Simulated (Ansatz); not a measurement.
The same path of AlH$_{7}$HfO$_{5}$ (14 atoms, charge 0, multiplicity 1) was run twice with different band settings. Lost on the way: O4–Al11, O10–H14. Made: O2–H14.

All numbers below come from RKS PBE/def2-SVP (Ansatz).

Relaxed end points:

```xyz
14
Properties=species:S:1:pos:R:3
Hf -0.158 0.268 0.555
O -1.111 -0.038 2.255
H -1.873 -0.560 2.548
O 1.969 0.086 0.050
H 2.329 -0.386 -0.717
O -1.094 1.568 -0.550
H -1.773 1.688 -1.229
O -0.491 -1.430 -0.342
H -0.519 -2.369 -0.562
O 1.130 1.580 1.773
Al 2.870 1.257 1.201
H 3.707 0.489 2.337
H 3.527 2.466 0.377
H 0.861 1.786 2.684
```

```xyz
14
Properties=species:S:1:pos:R:3
Hf 0.326 0.028 0.152
O -1.052 0.418 2.121
H -1.606 1.021 1.561
O 1.229 0.051 -1.575
H 1.662 -0.267 -2.376
O -1.257 1.225 -0.256
H -1.494 1.616 -1.113
O 0.018 -1.878 0.498
H -0.507 -2.489 1.035
O 1.636 0.891 1.390
Al 3.178 1.427 1.930
H 4.505 0.772 1.323
H 3.217 2.578 3.043
H -0.480 1.014 2.646
```

Common settings: movable images 7; climbing image yes; spring 5.0 eV/Å²; optimiser quadratic models (default); start path through a guess of the saddle point; force threshold 0.03 eV/Å; end points relaxed.

| run | iteration limit |
| --- | --- |
| 1 | 60 |
| 2 | 10 |

(1) What does each run give, and how far can it be trusted?

## Answers

(1) Run 1: converged after 46 iterations, highest image 1.268 eV above the first end. The profile has 2 maxima (images 4, 7) with wells between them (image 5): this band takes more than one step, which may be the mechanism or a detour left from its start path. A vibrational analysis at the climbing image gives one clearly imaginary mode, 67i cm⁻¹: a first-order saddle point.
Run 2: not converged after 10 iterations, highest image 1.742 eV above the first end. The band didn't meet its force threshold, so its energies are provisional: the largest band force was still 0.17 eV/Å, and over the last iterations the top moved between 1.74 and 1.75 eV.
The orbitals stay closed-shell, which can raise the energy where a bond breaks towards radicals; this wasn't checked here.
